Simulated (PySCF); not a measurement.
Phosphasilene FPSiF2, F3PSi.
Numbering: `[F:1][P:2]=[Si:3]([F:4])[F:5]`

Method: PySCF, PBE0-D3(BJ)/def2-SVP geometry optimisation, gas phase; density fitting, grid level 1; the optimiser is geomeTRIC in internal coordinates, started from a GFN2-xTB structure with every atom displaced at random (about 0.01 Å).

Geometry at step 1:
```
atom  x, y, z in Å
F1      2.1301   -0.6206    0.6506
P2      1.4223   -0.1778   -0.7618
Si3    -0.5435    0.1284   -0.0788
F4     -1.6411    0.5990   -1.1635
F5     -1.3342    0.0371    1.3155
```

**Question.** Give the atomic forces at this geometry.

**Answer.** 
| atom | Fx (eV/Å) | Fy (eV/Å) | Fz (eV/Å) |
| --- | --- | --- | --- |
| F1 | 0.054 | -0.028 | 0.038 |
| P2 | -0.151 | 0.003 | 0.134 |
| Si3 | -0.245 | 0.132 | -0.303 |
| F4 | 0.160 | -0.076 | 0.129 |
| F5 | 0.183 | -0.030 | 0.002 |

The largest, 0.41 eV/Å, acts on Si3; the rms over all components is 0.141 eV/Å. The forces sum to zero within rounding, as they must for an isolated molecule in no field.

**Question.** Give the force on Si3 in Eh/bohr and in nN.

**Answer.** 0.412 eV/Å ÷ 51.422 = 0.00801 Eh/bohr, and 0.412 eV/Å × 1.602 = 0.66 nN.

**Question.** How far is this geometry from the end of the optimisation?

**Answer.** 0.015 eV above it, and 0.073 Å rms away after alignment. The bonds farthest from their final lengths, with half the difference of the two atoms' forces along the bond (positive lengthens):

```json
{"bond": "Si3–F4", "now (Å)": "1.613", "final (Å)": "1.605", "force along bond (eV/Å)": "-0.31"}
{"bond": "P2=Si3", "now (Å)": "2.103", "final (Å)": "2.097", "force along bond (eV/Å)": "-0.02"}
{"bond": "F1–P2", "now (Å)": "1.641", "final (Å)": "1.645", "force along bond (eV/Å)": "+0.01"}
{"bond": "Si3–F5", "now (Å)": "1.605", "final (Å)": "1.603", "force along bond (eV/Å)": "+0.03"}
```

The angle farthest from its final value is P2–Si3–F5, 137.2° against 131.0°.

What follows is the cost of the whole optimisation. Time: 12 s of wall time; peak memory 0.33 GiB. Hardware: one thread of an Arm Neoverse V1, no GPU (shared host).
